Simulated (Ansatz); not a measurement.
Geometry optimisation, RKS B3LYP/def2-SVP (Ansatz 0.2.0).

Input file:

```yaml
crystal:
  periodic: [false, false, false]
  atoms:
    - { symbol: B, position_ang: [-0.040256, -0.56085, -0.24961] }
    - { symbol: F, position_ang: [-0.248274, 0.436623, 2.065196] }
    - { symbol: H, position_ang: [1.030071, -0.034142, -0.336647] }
    - { symbol: Cl, position_ang: [-1.477501, 0.161979, -0.981599] }
    - { symbol: "N", position_ang: [-0.153384, -1.904402, 0.349643] }
    - { symbol: H, position_ang: [-1.000038, -2.455584, 0.256675] }
    - { symbol: H, position_ang: [0.678182, -2.439584, 0.574656] }
    - { symbol: H, position_ang: [-0.360599, -0.483542, 2.084586] }
basis:
  gaussian: { orbitals: def2-SVP }
hamiltonian:
  xc: b3lyp
relax:
  f_tol: 0.03
  max_steps: 50
output:
  orbitals: {}
```

Launched with:

```bash
$ ansatz run input.yaml --threads 1 --pin off --max-ram 2048MiB --backend cpu --events-out ev --progress --plain --runs-dir out
```

**Question.** Where does it end, and by what steps?

**Answer.** It converged. After 7 steps the energy has fallen by 0.201 eV; F2 moved furthest, 0.47 Å.

```tsv
step	energy less start (eV)	largest force component (eV/Å)	accepted
0	0.0000	2.174	yes
1	-0.0825	2.239	yes
2	-0.1669	1.233	yes
3	-0.1786	0.396	yes
4	-0.1980	0.160	yes
5	-0.1999	0.075	yes
6	-0.2007	0.040	yes
7	-0.2009	0.024	yes
```

```xyz
8
Properties=species:S:1:pos:R:3
B -0.031 -0.589 -0.393
F -0.287 0.167 2.448
H 1.040 -0.070 -0.531
Cl -1.457 0.097 -1.176
N -0.164 -1.747 0.397
H -1.025 -2.287 0.420
H 0.655 -2.262 0.705
H -0.303 -0.589 1.893
```

Whether the end is a true minimum wasn't checked by a vibrational analysis.

Time of the run: 9 s on 1 thread of AMD EPYC 9R45 96-Core Processor (Zen 5), with other jobs on the host, peak memory 0.17 GiB.
